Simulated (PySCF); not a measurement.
The multiplicity is imposed and other spin states were not computed.

Cartesian coordinates (Å):
```xyz
5

Au     0.0079    -0.0268    -0.0210
O      0.4225     1.7903     1.1108
H      0.1946     1.6394     2.0503
H     -0.1852     2.4968     0.8127
Cl    -0.4097    -1.8988    -1.1899
```
Charge 0, multiplicity 1.

Q: Estimate the charge on the central atom (Mulliken), dipole moment and HOMO–LUMO gap that TPSSh-D3(BJ)/def2-TZVP // PBE-D3(BJ)/def2-SVP (PySCF) returns for this input.

A: 
```
Quantity                                  Result
-------------------------------------  ---------
charge on the central atom (Mulliken)     0.22 e
dipole moment                          1.592 e·Å
HOMO–LUMO gap                            4.28 eV
```
